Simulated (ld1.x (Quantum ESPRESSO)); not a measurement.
# Reading a pseudo-wave (phosphorus)

Columns: radius, all-electron u(r) and pseudo u(r) of the 3p shell (level -5.60 eV) of phosphorus in the configuration [Ne] 3s2 3p3; LDA (PZ), scalar-relativistic, PAW scheme, ld1.x (Quantum ESPRESSO) 7.5.

```json
{"r (bohr)": "0.078", "all-electron": "0.0945", "pseudo": "-0.0026"}
{"r (bohr)": "0.155", "all-electron": "0.2179", "pseudo": "-0.0102"}
{"r (bohr)": "0.232", "all-electron": "0.2881", "pseudo": "-0.0230"}
{"r (bohr)": "0.310", "all-electron": "0.2989", "pseudo": "-0.0412"}
{"r (bohr)": "0.388", "all-electron": "0.2633", "pseudo": "-0.0649"}
{"r (bohr)": "0.465", "all-electron": "0.1982", "pseudo": "-0.0936"}
{"r (bohr)": "0.542", "all-electron": "0.1159", "pseudo": "-0.1274"}
{"r (bohr)": "0.620", "all-electron": "0.0245", "pseudo": "-0.1665"}
{"r (bohr)": "0.698", "all-electron": "-0.0684", "pseudo": "-0.2100"}
{"r (bohr)": "0.775", "all-electron": "-0.1573", "pseudo": "-0.2565"}
{"r (bohr)": "0.852", "all-electron": "-0.2407", "pseudo": "-0.3055"}
{"r (bohr)": "0.930", "all-electron": "-0.3179", "pseudo": "-0.3564"}
{"r (bohr)": "1.008", "all-electron": "-0.3871", "pseudo": "-0.4073"}
{"r (bohr)": "1.085", "all-electron": "-0.4471", "pseudo": "-0.4561"}
{"r (bohr)": "1.162", "all-electron": "-0.4990", "pseudo": "-0.5020"}
{"r (bohr)": "1.240", "all-electron": "-0.5437", "pseudo": "-0.5442"}
{"r (bohr)": "1.318", "all-electron": "-0.5808", "pseudo": "-0.5808"}
{"r (bohr)": "1.395", "all-electron": "-0.6104", "pseudo": "-0.6104"}
{"r (bohr)": "1.472", "all-electron": "-0.6338", "pseudo": "-0.6338"}
{"r (bohr)": "1.550", "all-electron": "-0.6517", "pseudo": "-0.6517"}
{"r (bohr)": "1.628", "all-electron": "-0.6643", "pseudo": "-0.6643"}
{"r (bohr)": "1.705", "all-electron": "-0.6721", "pseudo": "-0.6721"}
{"r (bohr)": "1.782", "all-electron": "-0.6759", "pseudo": "-0.6759"}
{"r (bohr)": "1.860", "all-electron": "-0.6762", "pseudo": "-0.6762"}
{"r (bohr)": "1.938", "all-electron": "-0.6733", "pseudo": "-0.6733"}
{"r (bohr)": "2.015", "all-electron": "-0.6679", "pseudo": "-0.6679"}
```

Task: How many radial nodes do the two functions have?

Result: The all-electron 3p function has n − l − 1 = 1; the pseudo-wave has 0, since the states of the same l below it are removed with the core.

Task: At about which radius was the pseudo-wave matched?

Result: 1.35 bohr, where the columns begin to agree (steps of 0.08 bohr).

Task: Where does each function peak?

Result: Outermost all-electron maximum near 1.86 bohr, pseudo maximum near 1.86 bohr (to the table’s step).

Task: Is the pseudo-wave norm-conserving?

Result: No, it belongs to a PAW set: the norm inside the radius is not constrained, and the difference is carried by the augmentation charge.
